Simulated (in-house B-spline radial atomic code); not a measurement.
Configurations of neutral cadmium, with energies counted from [Kr] 4d10 5s2. Level of theory: scalar-relativistic (X2C) LC-wPBE, spin-polarised, spherical fractional occupations, exact exchange averaged over the configuration, Fermi nucleus of rms radius 4.6087 fm; calculated with a B-spline radial code for spherical atoms. Shells without spins written out take the highest spin.

Occupations are held fixed; configurations that lie above the ionisation limit could autoionise.

```tsv
configuration	E - E(ref) (eV)	highest orbital	its <r> (bohr)
[Kr] 4d9 5s2 5f1	16.926	5f up	30.43
[Ar] 3d10 4s2 4p5 4d10 4f1 5s2	73.394	4f up	17.2
[Ar] 3d9 4s2 4p6 4d10 5s2 6s1	408.15	6s up	7.948
[Ar] 3d9 4s2 4p6 4d10 5s2 6p1	409.01	6p up	10.66
[Ar] 3d9 4s2 4p6 4d10 5s2 5d1	409.25	5d up	9.844
[Ar] 3d9 4s2 4p6 4d10 5s2 6d1	409.98	6d up	20.09
```

Order these further configurations by energy, lowest first.
A. [Kr] 4d10 5s1 5d1
B. [Ar] 3d10 4s2 4p5 4d10 5s2 6f1
C. [Kr] 4d9 5s2 5d1
D. [Ar] 3d9 4s2 4p6 4d10 4f1 5s2
E. [Ar] 3d10 4s2 4p5 4d10 5s2 5f1

A (6.836 eV), C (15.869 eV), E (73.738 eV), B (73.924 eV), D (409.96 eV).

How far above the reference does [Ar] 3d9 4s2 4p6 4d10 5s2 5f1 lie?

410.31 eV; its least bound orbital is 5f up with <r> = 30.43 bohr.
